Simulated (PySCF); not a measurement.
C₂Si, SMILES [C]1[C][Si]1 (connectivity only; charge and spin as stated), neutral, multiplicity 1. Geometry: ωB97X-D3(BJ)/def2-TZVP.

TDDFT-PBE/def2-TZVPD in PySCF 2.14.0 puts the lowest singlet excitations at 2.48, 3.00, 4.20, 4.49, 4.86, 5.69 eV.

What are the lowest excitation roots from ADC(2)/aug-cc-pVDZ in PySCF? (The exact figures need the calculation; the answer reports its results.)

2.59, 3.60, 4.77, 4.97, 5.33, 6.19 eV. S1 differs by 0.11 eV (second minus first; roots are paired by order, and the bases may differ).
